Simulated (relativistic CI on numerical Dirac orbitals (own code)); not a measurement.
## V²⁺ in a cubic cluster: 3s photoemission with charge transfer

Computed with a charge-transfer multiplet model of a cubic metal-ligand cluster with up to 2 ligand holes, Slater and spin-orbit integrals from Dirac-Coulomb-Breit ions, Slater integrals scaled by 0.7. The ground state mixes d3 with configurations of k ligand holes L, whose averages lie at kΔ + k(k − 1)U_dd/2; a core hole lowers each added d electron by U_cd. 300 K, Lorentzian 1.4 eV and Gaussian 0.8 eV FWHM.

Atomic integrals in eV (Slater integrals scaled, ζ unscaled), ground: F2dd 6.242, F4dd 3.880, zeta_d 0.019; with the core hole: F2dd 7.136, F4dd 4.475, zeta_d 0.026, G2cd 7.352.

Cluster parameters (eV): Δ = 3.7, U_dd = 5.1, 10Dq = 1.25, 10Dq(ligand) = 1, V(eg) = 1.85, V(t2g) = -0.96, final-state hopping factor = 0.9.

| Case | n_d | d3 | d4L | d5L2 | S |
| --- | --- | --- | --- | --- | --- |
| U_cd = 4.5 eV | 3.44 | 0.60 | 0.37 | 0.04 | 1.50 |
| U_cd = 5.7 eV | 3.44 | 0.60 | 0.37 | 0.04 | 1.50 |
| U_cd = 6.3 eV | 3.44 | 0.60 | 0.37 | 0.04 | 1.50 |

Weights, n_d and S are thermal averages at 300 K. Binding energies count from the first peak over 30 % of the highest in each spectrum, which can be another peak from case to case. The parameters are a model scan and need not match a compound or its usual spin state. Peaks in eV (height, largest 100):
- U_cd = 4.5 eV: 0.0 (100), 6.9 (61), 12.9 (10)
- U_cd = 5.7 eV: 0.0 (100), 4.0 (41), 7.0 (71), 13.6 (17)
- U_cd = 6.3 eV: 0.0 (100), 3.8 (44), 7.1 (75), 14.0 (21)

Curve for U_cd = 5.7 eV (points under 2 left out, the grid thinned):

```json
{"E (eV)": "-3.2", "Intensity": "6.4"}
{"E (eV)": "-2.7", "Intensity": "8.7"}
{"E (eV)": "-2.3", "Intensity": "11.6"}
{"E (eV)": "-1.8", "Intensity": "18.0"}
{"E (eV)": "-1.4", "Intensity": "27.7"}
{"E (eV)": "-0.9", "Intensity": "51.1"}
{"E (eV)": "-0.4", "Intensity": "86.2"}
{"E (eV)": "0.0", "Intensity": "100.0"}
{"E (eV)": "0.5", "Intensity": "77.8"}
{"E (eV)": "0.9", "Intensity": "50.7"}
{"E (eV)": "1.4", "Intensity": "29.9"}
{"E (eV)": "1.8", "Intensity": "22.5"}
{"E (eV)": "2.3", "Intensity": "20.0"}
{"E (eV)": "2.8", "Intensity": "23.7"}
{"E (eV)": "3.2", "Intensity": "31.0"}
{"E (eV)": "3.7", "Intensity": "39.9"}
{"E (eV)": "4.1", "Intensity": "40.9"}
{"E (eV)": "4.6", "Intensity": "37.7"}
{"E (eV)": "5.1", "Intensity": "35.3"}
{"E (eV)": "5.5", "Intensity": "35.6"}
{"E (eV)": "6.0", "Intensity": "42.7"}
{"E (eV)": "6.4", "Intensity": "55.9"}
{"E (eV)": "6.9", "Intensity": "70.1"}
{"E (eV)": "7.4", "Intensity": "65.2"}
{"E (eV)": "7.8", "Intensity": "54.0"}
{"E (eV)": "8.3", "Intensity": "38.6"}
{"E (eV)": "8.7", "Intensity": "27.1"}
{"E (eV)": "9.2", "Intensity": "17.4"}
{"E (eV)": "9.7", "Intensity": "12.3"}
{"E (eV)": "10.1", "Intensity": "10.0"}
{"E (eV)": "10.6", "Intensity": "8.3"}
{"E (eV)": "11.0", "Intensity": "7.6"}
{"E (eV)": "11.5", "Intensity": "7.7"}
{"E (eV)": "12.0", "Intensity": "8.8"}
{"E (eV)": "12.4", "Intensity": "10.4"}
{"E (eV)": "12.9", "Intensity": "13.4"}
{"E (eV)": "13.3", "Intensity": "15.8"}
{"E (eV)": "13.8", "Intensity": "16.2"}
{"E (eV)": "14.2", "Intensity": "13.8"}
{"E (eV)": "14.7", "Intensity": "9.4"}
{"E (eV)": "15.2", "Intensity": "6.0"}
{"E (eV)": "15.6", "Intensity": "4.4"}
{"E (eV)": "16.1", "Intensity": "3.2"}
{"E (eV)": "16.5", "Intensity": "2.6"}
{"E (eV)": "17.0", "Intensity": "2.0"}
```

For the case U_cd = 5.7 eV, Δ = 3.7 eV is smaller than U_dd = 5.1 eV, the charge-transfer side of the Zaanen-Sawatzky-Allen scheme. With the core hole the configuration with one ligand hole lies at Δ − U_cd = -0.8, -2.0, -2.6 eV from the one without, in the order of the table; where this is negative the screened configuration lies lower, though the effective hopping of about 3.5 eV (from the holes of the mixed ground state) mixes the two strongly wherever it is as large as the gap.

Without intra-shell correlation the exchange splitting of the 3s hole comes out too large.
